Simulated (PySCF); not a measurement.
## Distorted geometries of [Tl(OH)4]−

[Tl(OH)4]− (singlet). PySCF 2.14.0, RKS B3LYP, Tl def2-SVP with ECP60, O def2-SVP, H def2-SVP; non-relativistic Hamiltonian with scalar-relativistic core potentials where named; density fitting; no spin-orbit coupling. Relaxed geometry:

```xyz
9

Tl    0.0000    0.0000    0.0001
O     1.0179    1.5220    1.1680
H     1.8269    1.0637    1.4407
O    -1.0179   -1.5220    1.1680
H    -1.8269   -1.0637    1.4407
O     1.5220   -1.0180   -1.1678
H     1.0634   -1.8268   -1.4409
O    -1.5220    1.0180   -1.1678
H    -1.0634    1.8268   -1.4409
```

Task: Order these distorted geometries by energy above the relaxed one, lowest first.
A.
```xyz
9

Tl    0.0111   -0.0221    0.0116
O     1.0456    1.5214    1.1623
H     1.8199    1.0579    1.4023
O    -1.0797   -1.5013    1.2023
H    -1.7591   -1.0473    1.4161
O     1.5540   -1.0049   -1.1536
H     1.0227   -1.8406   -1.4621
O    -1.5718    1.0231   -1.1370
H    -1.0428    1.8138   -1.4419
```
B.
```xyz
9

Tl    0.0639   -0.0312   -0.0500
O     0.9903    1.6507    1.1453
H     1.8061    1.1076    1.3866
O    -0.9045   -1.5217    1.2002
H    -1.8424   -1.1055    1.4231
O     1.5257   -0.9940   -1.1440
H     1.1081   -1.9073   -1.3818
O    -1.5985    0.9936   -1.0721
H    -1.1487    1.8077   -1.5072
```
C.
```xyz
9

Tl   -0.0063    0.0354   -0.1483
O     0.9253    1.4197    1.1416
H     1.8378    1.2321    1.3440
O    -0.9448   -1.5392    1.3646
H    -1.9088   -0.9203    1.3453
O     1.4040   -1.1677   -1.1246
H     1.0298   -1.7055   -1.4921
O    -1.3504    0.8071   -1.1620
H    -0.9865    1.8384   -1.2685
```

Result: B (0.50 eV), A (0.70 eV), C (4.32 eV).

Task: Which forces (eV/Å) act in the one that lies 4.32 eV up?

Result: 
```
Tl    4.73  -4.85   5.66
O    -0.34   1.11   0.26
H     0.59  -0.43   0.01
O    -3.63   3.50  -1.04
H     3.85  -2.70   0.27
O    13.24  17.39  11.59
H   -12.43 -17.87 -12.13
O    -4.23   7.65  -4.81
H    -1.78  -3.79   0.19
```
Forces carry noise of the integration grid, about 0.01 to 0.03 eV/Å.
